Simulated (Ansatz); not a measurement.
Born–Oppenheimer molecular dynamics of BBrH₂O₂ (6 atoms, charge 0, multiplicity 1). It starts at the highest image of a converged band. Of that band: The profile has 2 maxima (images 2, 8) with wells between them (image 5): this band takes more than one step, which may be the mechanism or a detour left from its start path. A vibrational analysis at the climbing image gives one clearly imaginary mode, 890i cm⁻¹: a first-order saddle point.

Theory: Ansatz, UKS PBE/def2-SVP.

| Item | Value |
| --- | --- |
| ensemble | NVE (velocity Verlet) |
| time step | 0.5 fs |
| steps asked | 200 |
| starting velocities drawn for | 300 K |
| seed | 6128 |

First frame:

```xyz
6
Properties=species:S:1:pos:R:3
O 0.779 1.128 -0.761
B 0.620 0.178 0.140
O 0.821 -0.624 1.096
Br -1.778 -0.928 -0.057
H 0.004 1.251 -1.342
H -0.402 -1.069 0.878
```

(1) How far do the bonds stretch over the last three quarters of this one trajectory? (Pairs bonded in most of those frames.)

## Answers

(1) 
```csv
bond,mean (Å),spread (Å),shortest,longest
O1–B2,1.389,0.077,1.25,1.51
O1–H5,0.983,0.012,0.96,1.01
B2–O3,1.386,0.067,1.27,1.47
B2–Br4,2.008,0.151,1.79,2.25
O3–H6,0.980,0.023,0.94,1.02
```

Mean temperature of the second half: 1968 K. The conserved energy stayed within 0.31 meV per atom of its start (net change 0.11 meV per atom), so the integration is sound. The system heated up, since it started high on the potential surface and ran downhill. A run of 0.1 ps of so small a system gives no equilibrium averages. The orbitals stay closed-shell, which can raise the energy where a bond breaks towards radicals; this wasn't checked here.

The run took 2.7 min on 2 threads of Intel(R) Xeon(R) 6975P-C (Granite Rapids) (shared host), peak memory 0.16 GiB.
